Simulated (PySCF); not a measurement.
Isomers of C5H14P2, mass 136.057 u with the commonest isotopes. Computed with PBE0-D3(BJ)/def2-SVP geometry optimisation, gas phase in PySCF 2.14.0. One conformer each, none proved a minimum here; rigid rotors.

Question: Order these by rotational constant C, largest first.
A. `[CH3:1][CH2:2][CH2:3][P:4]([CH3:5])[CH2:6][PH2:7]` with C1–C2–C3–P4 -176°, C2–C3–P4–C5 -71°, C3–P4–C6–P7 57°, P4–C6–P7–H 84° and 178°
B. `[CH3:1][PH:2][CH2:3][CH2:4][P:5]([CH3:6])[CH3:7]` with C1–P2–C3–C4 -64°, P2–C3–C4–P5 -41°, C3–C4–P5–C6 -167°
C. `[CH3:1][P:2]([PH2:3])[C:4]([CH3:5])([CH3:6])[CH3:7]` with C1–P2–P3–H -62° and -155°
D. `[CH3:1][CH:2]([CH3:3])[CH2:4][PH:5][CH2:6][PH2:7]` with C1–C2–C4–P5 173°, C2–C4–P5–C6 -178°, C4–P5–C6–P7 -167°, P5–C6–P7–H 51° and -43°

Answer: C (1124 MHz), B (894.7 MHz), A (776.8 MHz), D (553.2 MHz).

Question: Order these by rotational constant A, smallest first.
A. `[CH3:1][P:2]([PH2:3])[C:4]([CH3:5])([CH3:6])[CH3:7]` with C1–P2–P3–H -62° and -155°
B. `[CH3:1][CH:2]([CH3:3])[CH2:4][PH:5][CH2:6][PH2:7]` with C1–C2–C4–P5 173°, C2–C4–P5–C6 -178°, C4–P5–C6–P7 -167°, P5–C6–P7–H 51° and -43°
C. `[CH3:1][PH:2][CH2:3][CH2:4][P:5]([CH3:6])[CH3:7]` with C1–P2–C3–C4 -64°, P2–C3–C4–P5 -41°, C3–C4–P5–C6 -167°
D. `[CH3:1][CH2:2][CH2:3][P:4]([CH3:5])[CH2:6][PH2:7]` with C1–C2–C3–P4 -176°, C2–C3–P4–C5 -71°, C3–P4–C6–P7 57°, P4–C6–P7–H 84° and 178°

Answer: A (2238 MHz), D (2493 MHz), C (2928 MHz), B (5316 MHz).

Question: Order these by dipole moment, smallest first.
A. `[CH3:1][PH:2][CH2:3][CH2:4][P:5]([CH3:6])[CH3:7]` with C1–P2–C3–C4 -64°, P2–C3–C4–P5 -41°, C3–C4–P5–C6 -167°
B. `[CH3:1][CH:2]([CH3:3])[CH2:4][PH:5][CH2:6][PH2:7]` with C1–C2–C4–P5 173°, C2–C4–P5–C6 -178°, C4–P5–C6–P7 -167°, P5–C6–P7–H 51° and -43°
C. `[CH3:1][CH2:2][CH2:3][P:4]([CH3:5])[CH2:6][PH2:7]` with C1–C2–C3–P4 -176°, C2–C3–P4–C5 -71°, C3–P4–C6–P7 57°, P4–C6–P7–H 84° and 178°
D. `[CH3:1][P:2]([PH2:3])[C:4]([CH3:5])([CH3:6])[CH3:7]` with C1–P2–P3–H -62° and -155°

Answer: C (0.42 D), D (0.93 D), B (1.65 D), A (1.92 D).

```csv
SMILES,point group,Ia (u·Å²),Ib (u·Å²),Ic (u·Å²),κ,μa (D),μb (D),μc (D)
CC(C)CPCP,C1,95.06,860.60,913.55,-0.99,1.41,0.53,0.66
CPCCP(C)C,C1,172.62,525.18,564.88,-0.93,0.55,0.44,1.78
CP(P)C(C)(C)C,C1,225.81,372.32,449.44,-0.58,0.68,0.49,0.40
CCCP(C)CP,C1,202.70,572.11,650.61,-0.88,0.35,0.03,0.21
```
